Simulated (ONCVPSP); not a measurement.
# PW91 ONCV dataset for Dy (Z = 66), scalar-relativistic all-electron reference.

Dy (Z = 66), optimised norm-conserving Vanderbilt (ONCV), made with ONCVPSP 4.0.1 (PW91, scalar-relativistic). Core [Kr] 4d10, reference 4f9.5 5s2 5p6 5d0.5 6s2. Waves: 5s+6s: rc 0.50 bohr, ncon 4, nbas 8, qcut 24 1/bohr, 2 projectors; 5p: rc 2.20 bohr, ncon 4, nbas 7, qcut 6.2 1/bohr, 1 projector; 5d: rc 2.65 bohr, ncon 4, nbas 9, qcut 3.6 1/bohr, 2 projectors, debl 2.8 Ha; 4f: rc 0.70 bohr, ncon 4, nbas 7, qcut 16.7 1/bohr, 1 projector. Local part: polynomial inside 0.45 bohr (lpopt 5, dvloc0 2 Ha). Core correction: Teter function fitted to the true core (icmod 2), fcfact 0.4.

All-electron outer shells of the reference configuration (PW91, scalar-relativistic, ld1.x):

```csv
shell,level (eV),outermost node (bohr),outermost maximum (bohr)
4d,-156.48,0.26,0.53
5s,-50.96,0.63,1.16
5p,-27.02,0.67,1.31
4f,-6.12,–,0.53
6s,-4.09,1.56,3.35
5d,-1.81,0.76,2.01
```

Task: Does the generator finish with these settings?

Result: No. ONCVPSP 4.0.1 stopped with "sratom123: lschfb convergence ERROR n,l,iter= 4 3 4": the all-electron bound-state solver failed for one shell. The 5s radius of 0.50 bohr lies inside the outermost node of the all-electron wave at 0.63 bohr.
